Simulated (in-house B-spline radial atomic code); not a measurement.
Configurations of Sm VII (Sm6+), with energies counted from [Kr] 4d10 4f4 5s2 5p4. Level of theory: scalar-relativistic (X2C) HSE06, spin-polarised, spherical fractional occupations, exact exchange averaged over the configuration, Fermi nucleus of rms radius 5.0819 fm; calculated with an all-electron radial atomic-structure program (B-spline basis). Shells without spins written out take the highest spin.

Occupations are held fixed; configurations that lie above the ionisation limit could autoionise.

| configuration | E - E(ref) (eV) | highest orbital | its <r> (bohr) |
| --- | --- | --- | --- |
| [Kr] 4d10 4f4 5s2 5p3 5d1 | 26.91 | 5d up | 1.759 |
| [Kr] 4d10 4f4 5s2 5p3 6s1 | 40.39 | 6s up | 2.555 |
| [Kr] 4d10 4f4 5s2 5p3 6d1 | 59.89 | 6d up | 3.439 |
| [Kr] 4d9 4f5 5s2 5p4 | 124.84 | 4f up | 0.8016 |
| [Kr] 4d9 4f4 5s2 5p4 6s1 | 165.62 | 6s up | 2.528 |

Order these further configurations by energy, lowest first.
A. [Kr] 4d10 4f3 5s2 5p5
B. [Kr] 4d9 4f4 5s2 5p4 6d1
C. [Kr] 4d10 4f3 5s2 5p4 6d1
D. [Kr] 4d10 4f3 5s2 5p4 6p1
E. [Kr] 4d10 4f4 5s2 5p3 6p1

A (-4.3699 eV), D (47.147 eV), E (48.542 eV), C (58.602 eV), B (185.37 eV).

Is the reference the lowest configuration at this level of theory?

No: [Kr] 4d10 4f3 5s2 5p5 lies 4.37 eV lower with this functional.
